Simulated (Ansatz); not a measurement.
Ligand-field states of CuMe2 (C2H6Cu) at its r2SCAN-D4/def2-TZVP geometry (relaxed as a doublet).

| atom | x (Å) | y (Å) | z (Å) |
| --- | --- | --- | --- |
| Cu1 | 0.000 | 0.000 | 0.000 |
| C2 | -1.038 | 0.645 | -1.491 |
| H3 | -1.718 | -0.135 | -1.851 |
| H4 | -0.381 | 0.939 | -2.317 |
| H5 | -1.634 | 1.515 | -1.196 |
| C6 | 1.038 | -0.645 | 1.491 |
| H7 | 0.387 | -0.865 | 2.345 |
| H8 | 1.773 | 0.106 | 1.800 |
| H9 | 1.573 | -1.561 | 1.218 |

CASSCF(9,5) on the Cu 3d shell in def2-TZVP, averaged with equal weights over 5 doublets, then SC-NEVPT2; Ansatz, no spin–orbit coupling. The space holds no ligand orbitals and no second d shell, so covalent complexes are described poorly.

Problem. Estimate the states' energies above the lowest.

Solution. 
```csv
state,CASSCF (cm⁻¹),NEVPT2 (cm⁻¹)
doublet 1,0,0
doublet 2,2434,4690
doublet 3,2434,4690
doublet 4,4900,7268
doublet 5,4900,7268
```
The lowest NEVPT2 state is a doublet. Hardware: 4 threads of Arm Neoverse V1 on a shared host. Wall time 9 s.
